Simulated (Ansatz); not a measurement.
Species: RbF, charge -1, multiplicity 2. 
Coordinates optimised at B3LYP-D3(BJ)/def2-TZVP (Ansatz, an electronic-structure program):
```
Rb
F 1 2.4501
```
Charge -1, spin multiplicity 2.

Basis-set convergence of Hartree-Fock and CCSD(T) correlation energies (hartree) with Ansatz. Correlated levels leave the core frozen unless marked. UHF or UKS for open shells. Spin-orbit coupling is left out. Frozen are the shells of the preceding noble gas and the d and f shells that filled before the atom's block. The outer core of K, Ca and their heavier congeners is not correlated, a term that matters for these elements. In def2 rows, elements after Kr have scalar-relativistic effective core potentials.

```json
[
 {"basis": "def2-SVPD", "functions": "50", "E(HF)": "-123.21489", "E(corr, CCSD(T))": "-0.22571"},
 {"basis": "def2-TZVPPD", "functions": "80", "E(HF)": "-123.33075", "E(corr, CCSD(T))": "-0.28626"},
 {"basis": "def2-QZVPPD", "functions": "129", "E(HF)": "-123.33582", "E(corr, CCSD(T))": "-0.31027"}
]
```

Extrapolating the two largest sets (X = 3 and 4) as X^-3: E(corr) = (64·(-0.31027) - 27·(-0.28626))/37 = -0.3278 Eh, an estimate of the basis-set limit. The largest set recovers 94.7 % of it, the smallest 68.9 %.
